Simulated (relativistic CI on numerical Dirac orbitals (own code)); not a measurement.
# Radial parameters of Hf44+

Computed by Dirac-Coulomb-Breit CI, KLI orbitals optimised for each configuration, model QED (radiative potential, 1s self-energy scaled to tabulated hydrogen-like ionisation energies), unscaled Slater integrals (own radial code, finite nucleus).

Slater integrals F^k, G^k are unscaled and averaged over j, outside the closed core [Ne]; ζ comes from projecting the Hamiltonian with its Breit term on Σ l·s of the shell.

- 3s2.3p6.3d9.4s: ζ(3d) = 186890, G^2(3d,4s) = 58218 cm⁻¹; <r>(3d) = 0.1818, <r^2>(3d) = 0.03843, <r>(4s) = 0.4023, <r^2>(4s) = 0.1821 (bohr units).
- 3s2.3p6.3d9.4p: ζ(3d) = 186910, F^2(3d,4p) = 178530, G^1(3d,4p) = 57528, G^3(3d,4p) = 58451, ζ(4p) = 483390 cm⁻¹; <r>(3d) = 0.1818, <r^2>(3d) = 0.03844, <r>(4p) = 0.41, <r^2>(4p) = 0.1905 (bohr units).
- 3s2.3p6.3d9.4d: ζ(3d) = 186830, F^2(3d,4d) = 191030, F^4(3d,4d) = 97560, G^0(3d,4d) = 60153, G^2(3d,4d) = 77633, G^4(3d,4d) = 61597, ζ(4d) = 61872 cm⁻¹; <r>(3d) = 0.1818, <r^2>(3d) = 0.03847, <r>(4d) = 0.404, <r^2>(4d) = 0.1867 (bohr units).

Averages of the first 10 configurations, taken without configuration mixing, which lowers the lowest level and can move excited configurations by several eV; other configurations of the list can lie among them:

```csv
Configuration,Parity,States,Average energy above the lowest level (eV)
3s2.3p6.3d10,even,1,0.1
3s2.3p6.3d9.4s,even,20,1472.9
3s2.3p6.3d9.4p,odd,60,1624.9
3s2.3p6.3d9.4d,even,100,1808.2
3s2.3p5.3d10.4s,odd,12,1969.1
3s2.3p6.3d9.4f,odd,140,1968.7
3s2.3p5.3d10.4p,even,36,2121.4
3s2.3p6.3d8.4s2,even,45,2982.9
3s2.3p5.3d10.4d,odd,60,2303.9
3s2.3p6.3d8.4s.4p,odd,540,3128.5
```
